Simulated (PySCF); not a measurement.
## What went wrong, or what changed?

The sound run of TlF (singlet) uses PySCF 2.14.0, RKS B3LYP, Tl def2-SVP with ECP60, F def2-SVP; non-relativistic Hamiltonian with scalar-relativistic core potentials where named; density fitting; no spin-orbit coupling, grid (50, 194), threshold 1e-8 and 55 cycles at the relaxed geometry. This run, with dm0 from free metal ions and neutral atoms, differs:

```python
mol = gto.M(atom='''
Tl     0.00000    -0.00000    -0.13819
F      0.00000     0.00000     1.96629''',
    basis={'Tl': 'def2-SVP', 'F': 'def2-SVP'},
    ecp={'Tl': 'def2-SVP'},
    charge=0, spin=0)
mf = dft.RKS(mol, xc='B3LYP')
mf.grids.atom_grid = (15, 26)
mf = mf.density_fit()  # fitting sets: Tl def2-universal-JKFIT, F def2-universal-JKFIT
mf.conv_tol = 1e-08; mf.max_cycle = 55
mf.kernel(dm0)
mf.nuc_grad_method().kernel()
```

**Question.** What was changed, and how did it end?

**Answer.** The integration grid was changed. It converged in 11 cycles, -1.759 eV from the sound run, largest force component 9.20 eV/Å. These settings are unsound on purpose: the numbers aren't the compound's.
```
init E= -277.914041631636
cycle= 1 E= -262.897223265349  delta_E=   15  |g|= 4.21  |ddm|=  3.8
cycle= 2 E= -236.187169489799  delta_E= 26.7  |g|= 8.67  |ddm|= 11.5
cycle= 3 E= -269.67874776223  delta_E= -33.5  |g|= 3.44  |ddm|= 10.1
cycle= 4 E= -272.136748146973  delta_E= -2.46  |g|= 1.11  |ddm|= 2.61
cycle= 5 E= -272.416322093044  delta_E= -0.28  |g|= 0.405  |ddm|= 1.06
...
cycle= 9 E= -272.450012982914  delta_E= -4.14e-07  |g|= 0.000489  |ddm|= 0.000834
cycle= 10 E= -272.450013031197  delta_E= -4.83e-08  |g|= 0.000133  |ddm|= 0.000339
cycle= 11 E= -272.450013035243  delta_E= -4.05e-09  |g|= 1.55e-05  |ddm|= 0.000121
Extra cycle  E= -272.450013035008  delta_E= 2.35e-10  |g|= 3.79e-05  |ddm|= 3.8e-05
converged SCF energy = -272.450013035008
```

Run from Python with OMP_NUM_THREADS=2; the lines above give its settings. Where DIIS fails, smearing, a level shift and second-order steps follow.
It took 0.5 s on 2 threads of Arm Neoverse N1, with other jobs on the host.
